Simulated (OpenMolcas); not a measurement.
Computed transition rates of Pr3+

```
Program             : OpenMolcas
Method              : CASSCF
Basis               : ANO-RCC-VTZP [8s7p5d3f2g1h]
Scalar Hamiltonian  : DKH2, point nucleus
Active space        : 2 electrons in 14 orbitals (4f 5f)
State averaging     : 2S+1 = 3 even, 21 roots; 2S+1 = 1 even, 27 roots
Spin-orbit coupling : RASSI with atomic mean-field integrals over the reference wave functions, term energies averaged over their components
```

Rates come from the transition moments of the reference wave functions (E1 and E2 in the length form). At fixed line strength A goes as λ^-3 for E1 and M1 and as λ^-5 for E2, so a rate at the computed wavelength can be rescaled to the measured one. Measured vacuum wavelengths follow from level energies in Martin, Zalubas and Hagan, Atomic Energy Levels: The Rare-Earth Elements, NSRDS-NBS 60 (1978). Branching counts decays inside the model space alone, at computed energies, and the table is only a selection of the E2 and M1 lines, drawn from those between levels with measured partners whose computed energy lies within a factor of 1.5 of the measured one.

| Upper | Lower | Type | λ computed (nm) | λ measured (nm) | A computed (s-1) | A rescaled (s-1) | Branching % |
| --- | --- | --- | --- | --- | --- | --- | --- |
| 4f2 3P2 | 4f2 3P1 | M1 | 8442 | 8672 | 2.14e-02 | 1.97e-02 | 1.5 |
| 4f2 3F3 | 4f2 3F2 | M1 | 6853 | 7049 | 7.90e-02 | 7.26e-02 | 89.1 |
| 4f2 3H5 | 4f2 3H4 | M1 | 4362 | 4647 | 3.12e-01 | 2.58e-01 | 100.0 |
| 4f2 3H6 | 4f2 3H5 | M1 | 4139 | 4470 | 3.18e-01 | 2.52e-01 | 100.0 |
| 4f2 3P1 | 4f2 1D2 | M1 | 1568 | 2140 | 3.03e-01 |  | 40.1 |
| 4f2 3F2 | 4f2 3H4 | E2 | 1491 | 2001 | 4.18e-04 | 9.60e-05 | 100.0 |
| 4f2 3P2 | 4f2 1D2 | M1 | 1322 | 1716 | 8.73e-01 |  | 62.3 |
| 4f2 3F3 | 4f2 3H4 | M1 | 1225 | 1559 | 9.33e-03 |  | 10.5 |
| 4f2 1D2 | 4f2 3F3 | M1 | 675.1 | 915.8 | 1.66e+00 |  | 58.5 |
| 4f2 1D2 | 4f2 3F2 | M1 | 614.6 | 810.5 | 1.14e+00 |  | 40.1 |
| 4f2 3P1 | 4f2 3F3 | E2 | 471.9 | 641.3 | 2.57e-01 | 5.54e-02 | 34.2 |
| 4f2 3P0 | 4f2 3F2 | E2 | 449.4 | 610 | 4.94e-01 | 1.07e-01 | 100.0 |
| 4f2 3P2 | 4f2 3F3 | M1 | 446.9 | 597.2 | 1.45e-01 |  | 10.4 |
| 4f2 3P2 | 4f2 3F3 | E2 | 446.9 | 597.2 | 9.51e-02 | 2.23e-02 | 6.8 |
| 4f2 3P1 | 4f2 3F2 | E2 | 441.5 | 587.9 | 1.73e-01 | 4.13e-02 | 22.9 |
| 4f2 3P1 | 4f2 3F2 | M1 | 441.5 | 587.9 | 1.96e-02 |  | 2.6 |
| 4f2 1I6 | 4f2 3H6 | M1 | 440 | 561.1 | 6.99e-01 |  | 50.1 |
| 4f2 3P2 | 4f2 3F2 | E2 | 419.6 | 550.5 | 1.70e-02 | 4.37e-03 | 1.2 |
| 4f2 3P2 | 4f2 3F2 | M1 | 419.6 | 550.5 | 9.36e-03 |  | 0.7 |
| 4f2 1I6 | 4f2 3H5 | M1 | 397.7 | 498.5 | 6.78e-01 |  | 48.5 |

Spin-changing lines and M1 lines between different terms are not rescaled, since their strength hangs on the term gaps too.

The largest correction is for 4f2 3P1 → 4f2 3F3 (E2): 2.57e-01 × (471.9 / 641.3)^5 = 5.54e-02 s-1, a factor of 0.22.

The computed order of these levels differs from the measured one in 1 place, and where term gaps are wrong the rates of spin-changing lines can be off by large factors.

These are rates of the free ion; in crystals, glasses and complexes forced electric-dipole and non-radiative decay shorten such lifetimes by orders of magnitude. No measured rate stands beside these. Rescaling mends the energy factor alone: line strengths can still be far off where a level mixes with configurations outside the active space, and weak or spin-changing lines hang on small mixing coefficients that depend on the term gaps too, so rescaling need not improve them.

Without dynamic correlation excited terms often stand tens of per cent too high (terms of higher spin than the ground term too low), and those without a measured partner can miss by more than the paired ones. Active for correlation alone: 5f; no level in the range computed is led by a configuration that fills it, so any true level of that kind is missing. Computed and measured levels are paired by configuration, term and J; levels that our copy of the source lacks, or whose pairing is in doubt (as where it misses far off the trend of its configuration), stay unpaired. Levels of configurations outside the active space are missing.
